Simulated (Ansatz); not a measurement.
Job for Ansatz (an electronic-structure program): R-B3LYP-D3(BJ)/def2-TZVP on H2N2S (a complex).

Ansatz 0.2 input:
```yaml
crystal:
  periodic: [false, false, false]
  atoms:
    - {symbol: N, position_ang: [0.30946845, -0.88122641, -0.18747065]}
    - {symbol: N, position_ang: [0.38674186, 0.08957867, 0.32351593]}
    - {symbol: S, position_ang: [-0.26197155, 0.18781045, 3.18900003]}
    - {symbol: H, position_ang: [-0.66877127, 1.34553056, 2.68628289]}
    - {symbol: H, position_ang: [1.00344965, 0.58616784, 3.21898565]}
basis:
  gaussian:
    orbitals: def2-TZVP
hamiltonian:
  xc: b3lyp
  dispersion: d3bj
relax: {f_tol: 0.004, max_steps: 120}
scf: {lower_state_search: off}
```

Output:

```
WARN ansatz: RAYON_NUM_THREADS=2 ignored (pool sized by the plan → 2); use --threads N
Functional definition: B3LYP
these checks for a lower state are left out or cut short: stability, starts, cluster_reference, orbital_swaps, neighbouring_geometries, increment
integrals: 0.03 GiB planned
669 factors; their error is unknown
mean field: 0.29 GiB planned
mean field evaluation 1: about -13848.6341 eV, gradient 2.9e1 eV
mean field evaluation 2: about -13849.3150 eV, gradient 2.3e1 eV
mean field evaluation 4: about -13850.3616 eV, gradient 7.9e-1 eV
mean field evaluation 8: about -13850.3913 eV, gradient 2.7e-2 eV
mean field evaluation 16: about -13850.3913 eV, gradient 9.7e-6 eV
mean field -13850.39127768 eV, -508.9924913224 hartree, gradient 9.7e-6 eV, S^2 0.000000; 0 other end points of the search recorded, 0 dependent functions left out
the calculation of the forces begins
reference -13850.39149968 eV, -508.9924994806 hartree; 16, 16 occupied and 95, 95 virtual orbitals, 669 factors
relax step   1: F+E_penalty+E_count = -13850.51426041 eV  Δ(F+E_penalty+E_count) = +0.000e0 eV  max|allowed force component| = 1.065e0 eV/Å  Δτ_max = 0.0000 Å  (14 SCF iters, accepted)
these checks for a lower state are left out or cut short: stability, starts, cluster_reference, orbital_swaps, neighbouring_geometries, increment
integrals: 0.03 GiB planned
669 factors; their error is unknown
mean field: 0.28 GiB planned
mean field -13850.50451403 eV, -508.9966526813 hartree, gradient 9.1e-7 eV, S^2 0.000000; 0 other end points of the search recorded, 0 dependent functions left out
the calculation of the forces begins
reference -13850.50474061 eV, -508.9966610079 hartree; 16, 16 occupied and 95, 95 virtual orbitals, 669 factors
relax step   2: F+E_penalty+E_count = -13850.61559808 eV  Δ(F+E_penalty+E_count) = -1.013e-1 eV  max|allowed force component| = 1.422e0 eV/Å  Δτ_max = 0.1950 Å  (25 SCF iters, accepted)
these checks for a lower state are left out or cut short: stability, starts, cluster_reference, orbital_swaps, neighbouring_geometries, increment
integrals: 0.03 GiB planned
669 factors; their error is unknown
mean field: 0.28 GiB planned
mean field -13850.53684586 eV, -508.9978408541 hartree, gradient 2.1e-6 eV, S^2 0.000000; 0 other end points of the search recorded, 0 dependent functions left out
the calculation of the forces begins
reference -13850.53707670 eV, -508.9978493373 hartree; 16, 16 occupied and 95, 95 virtual orbitals, 669 factors
relax step   3: F+E_penalty+E_count = -13850.63645130 eV  Δ(F+E_penalty+E_count) = -2.085e-2 eV  max|allowed force component| = 1.536e0 eV/Å  Δτ_max = 0.1581 Å  (19 SCF iters, accepted)
these checks for a lower state are left out or cut short: stability, starts, cluster_reference, orbital_swaps, neighbouring_geometries, increment
integrals: 0.03 GiB planned
669 factors; their error is unknown
mean field: 0.28 GiB planned
mean field evaluation 32: about -13850.0905 eV, gradient 1.2e1 eV
mean field -13850.54018785 eV, -508.9979636702 hartree, gradient 1.0e-6 eV, S^2 0.000000; 0 other end points of the search recorded, 0 dependent functions left out
the calculation of the forces begins
reference -13850.54041977 eV, -508.9979721930 hartree; 16, 16 occupied and 95, 95 virtual orbitals, 669 factors
relax step   4: F+E_penalty+E_count = -13850.64033488 eV  Δ(F+E_penalty+E_count) = -3.884e-3 eV  max|allowed force component| = 1.218e0 eV/Å  Δτ_max = 0.0748 Å  (24 SCF iters, accepted)
these checks for a lower state are left out or cut short: stability, starts, cluster_reference, orbital_swaps, neighbouring_geometries, increment
integrals: 0.03 GiB planned
669 factors; their error is unknown
mean field: 0.28 GiB planned
mean field -13850.54543624 eV, -508.9981565449 hartree, gradient 1.3e-6 eV, S^2 0.000000; 0 other end points of the search recorded, 0 dependent functions left out
the calculation of the forces begins
reference -13850.54566799 eV, -508.9981650615 hartree; 16, 16 occupied and 95, 95 virtual orbitals, 669 factors
relax step   5: F+E_penalty+E_count = -13850.64475196 eV  Δ(F+E_penalty+E_count) = -4.417e-3 eV  max|allowed force component| = 6.433e-1 eV/Å  Δτ_max = 0.0301 Å  (20 SCF iters, accepted)
these checks for a lower state are left out or cut short: stability, starts, cluster_reference, orbital_swaps, neighbouring_geometries, increment
integrals: 0.03 GiB planned
669 factors; their error is unknown
mean field: 0.28 GiB planned
mean field -13850.55103978 eV, 
[...]
artree, gradient 9.1e-7 eV, S^2 0.000000; 0 other end points of the search recorded, 0 dependent functions left out
the calculation of the forces begins
reference -13850.55866658 eV, -508.9986427509 hartree; 16, 16 occupied and 95, 95 virtual orbitals, 669 factors
relax step  39: F+E_penalty+E_count = -13850.65014502 eV  Δ(F+E_penalty+E_count) = -3.319e-5 eV  max|allowed force component| = 1.377e-2 eV/Å  Δτ_max = 0.0440 Å  (21 SCF iters, accepted)
these checks for a lower state are left out or cut short: stability, starts, cluster_reference, orbital_swaps, neighbouring_geometries, increment
integrals: 0.03 GiB planned
669 factors; their error is unknown
mean field: 0.27 GiB planned
mean field evaluation 288: about -13850.5587 eV, gradient 6.3e-5 eV
mean field -13850.55872182 eV, -508.9986447809 hartree, gradient 9.0e-7 eV, S^2 0.000000; 0 other end points of the search recorded, 0 dependent functions left out
the calculation of the forces begins
reference -13850.55895839 eV, -508.9986534749 hartree; 16, 16 occupied and 95, 95 virtual orbitals, 669 factors
relax step  40: F+E_penalty+E_count = -13850.65016068 eV  Δ(F+E_penalty+E_count) = -1.566e-5 eV  max|allowed force component| = 2.746e-2 eV/Å  Δτ_max = 0.0385 Å  (21 SCF iters, accepted)
these checks for a lower state are left out or cut short: stability, starts, cluster_reference, orbital_swaps, neighbouring_geometries, increment
integrals: 0.03 GiB planned
669 factors; their error is unknown
mean field: 0.27 GiB planned
mean field -13850.55878905 eV, -508.9986472518 hartree, gradient 2.9e-6 eV, S^2 0.000000; 0 other end points of the search recorded, 0 dependent functions left out
the calculation of the forces begins
reference -13850.55902571 eV, -508.9986559489 hartree; 16, 16 occupied and 95, 95 virtual orbitals, 669 factors
relax step  41: F+E_penalty+E_count = -13850.65018222 eV  Δ(F+E_penalty+E_count) = -2.155e-5 eV  max|allowed force component| = 1.188e-2 eV/Å  Δτ_max = 0.0054 Å  (20 SCF iters, accepted)
these checks for a lower state are left out or cut short: stability, starts, cluster_reference, orbital_swaps, neighbouring_geometries, increment
integrals: 0.03 GiB planned
669 factors; their error is unknown
mean field: 0.27 GiB planned
mean field -13850.55906898 eV, -508.9986575391 hartree, gradient 2.9e-6 eV, S^2 0.000000; 0 other end points of the search recorded, 0 dependent functions left out
the calculation of the forces begins
reference -13850.55930609 eV, -508.9986662525 hartree; 16, 16 occupied and 95, 95 virtual orbitals, 669 factors
relax step  42: F+E_penalty+E_count = -13850.65019948 eV  Δ(F+E_penalty+E_count) = -1.725e-5 eV  max|allowed force component| = 6.558e-3 eV/Å  Δτ_max = 0.0228 Å  (19 SCF iters, accepted)
these checks for a lower state are left out or cut short: stability, starts, cluster_reference, orbital_swaps, neighbouring_geometries, increment
integrals: 0.03 GiB planned
669 factors; their error is unknown
mean field: 0.27 GiB planned
mean field -13850.55942953 eV, -508.9986707888 hartree, gradient 8.9e-7 eV, S^2 0.000000; 0 other end points of the search recorded, 0 dependent functions left out
the calculation of the forces begins
reference -13850.55966739 eV, -508.9986795302 hartree; 16, 16 occupied and 95, 95 virtual orbitals, 669 factors
relax step  43: F+E_penalty+E_count = -13850.65020982 eV  Δ(F+E_penalty+E_count) = -1.035e-5 eV  max|allowed force component| = 1.929e-2 eV/Å  Δτ_max = 0.0365 Å  (21 SCF iters, accepted)
these checks for a lower state are left out or cut short: stability, starts, cluster_reference, orbital_swaps, neighbouring_geometries, increment
integrals: 0.03 GiB planned
669 factors; their error is unknown
mean field: 0.27 GiB planned
mean field -13850.55957673 eV, -508.9986761984 hartree, gradient 2.9e-6 eV, S^2 0.000000; 0 other end points of the search recorded, 0 dependent functions left out
the calculation of the forces begins
reference -13850.55981484 eV, -508.9986849487 hartree; 16, 16 occupied and 95, 95 virtual orbitals, 669 factors
relax step  44: F+E_penalty+E_count = -13850.65021803 eV  Δ(F+E_penalty+E_count) = -8.210e-6 eV  max|allowed force component| = 8.540e-3 eV/Å  Δτ_max = 0.0120 Å  (20 SCF iters, accepted)
these checks for a lower state are left out or cut short: stability, starts, cluster_reference, orbital_swaps, neighbouring_geometries, increment
integrals: 0.03 GiB planned
669 factors; their error is unknown
mean field: 0.27 GiB planned
mean field evaluation 320: about -13850.5278 eV, gradient 1.1e0 eV
mean field -13850.55965836 eV, -508.9986791981 hartree, gradient 2.9e-6 eV, S^2 0.000000; 0 other end points of the search recorded, 0 dependent functions left out
the calculation of the forces begins
reference -13850.55989676 eV, -508.9986879592 hartree; 16, 16 occupied and 95, 95 virtual orbitals, 669 factors
relax step  45: F+E_penalty+E_count = -13850.65022344 eV  Δ(F+E_penalty+E_count) = -5.402e-6 eV  max|allowed force component| = 4.628e-3 eV/Å  Δτ_max = 0.0189 Å  (19 SCF iters, accepted)
these checks for a lower state are left out or cut short: stability, starts, cluster_reference, orbital_swaps, neighbouring_geometries, increment
integrals: 0.03 GiB planned
669 factors; their error is unknown
mean field: 0.27 GiB planned
mean field -13850.56000803 eV, -508.9986920483 hartree, gradient 2.9e-6 eV, S^2 0.000000; 0 other end points of the search recorded, 0 dependent functions left out
the calculation of the forces begins
reference -13850.56024685 eV, -508.9987008250 hartree; 16, 16 occupied and 95, 95 virtual orbitals, 669 factors
relax step  46: F+E_penalty+E_count = -13850.65022659 eV  Δ(F+E_penalty+E_count) = -3.151e-6 eV  max|allowed force component| = 9.256e-3 eV/Å  Δτ_max = 0.0272 Å  (19 SCF iters, accepted)
these checks for a lower state are left out or cut short: stability, starts, cluster_reference, orbital_swaps, neighbouring_geometries, increment
integrals: 0.03 GiB planned
669 factors; their error is unknown
mean field: 0.27 GiB planned
mean field -13850.56006367 eV, -508.9986940930 hartree, gradient 2.9e-6 eV, S^2 0.000000; 0 other end points of the search recorded, 0 dependent functions left out
the calculation of the forces begins
reference -13850.56030253 eV, -508.9987028710 hartree; 16, 16 occupied and 95, 95 virtual orbitals, 669 factors
relax step  47: F+E_penalty+E_count = -13850.65022493 eV  Δ(F+E_penalty+E_count) = +1.658e-6 eV  max|allowed force component| = 1.204e-2 eV/Å  Δτ_max = 0.0030 Å  (20 SCF iters, rejected (line search))
these checks for a lower state are left out or cut short: stability, starts, cluster_reference, orbital_swaps, neighbouring_geometries, increment
integrals: 0.03 GiB planned
669 factors; their error is unknown
mean field: 0.27 GiB planned
mean field -13850.55998490 eV, -508.9986911984 hartree, gradient 2.9e-6 eV, S^2 0.000000; 0 other end points of the search recorded, 0 dependent functions left out
the calculation of the forces begins
reference -13850.56022372 eV, -508.9986999747 hartree; 16, 16 occupied and 95, 95 virtual orbitals, 669 factors
relax step  48: F+E_penalty+E_count = -13850.65022888 eV  Δ(F+E_penalty+E_count) = -2.297e-6 eV  max|allowed force component| = 1.282e-3 eV/Å  Δτ_max = 0.0014 Å  (20 SCF iters, accepted)
Total energy: -13850.65046770 eV, -509.0020163799 hartree
Atom 0 at     0.407730    -0.857288    -0.594306 Å, force     0.000279    -0.001282    -0.000765 eV/Å
Atom 1 at     0.186935     0.071870    -0.067434 Å, force    -0.000270     0.001266     0.000656 eV/Å
Atom 2 at    -0.367822     0.442854     3.662110 Å, force     0.000082     0.000021     0.000087 eV/Å
Atom 3 at    -0.415873     1.043632     2.462875 Å, force     0.000032    -0.000024     0.000022 eV/Å
Atom 4 at     0.957947     0.626792     3.767069 Å, force    -0.000123     0.000019    -0.000001 eV/Å
Dipole moment:     0.159553     0.088466    -0.145944 e Å
Checks for a lower state left out: stability, starts, cluster_reference, orbital_swaps, neighbouring_geometries, increment
```

The run converged.

Cost: roughly 50 core-seconds.
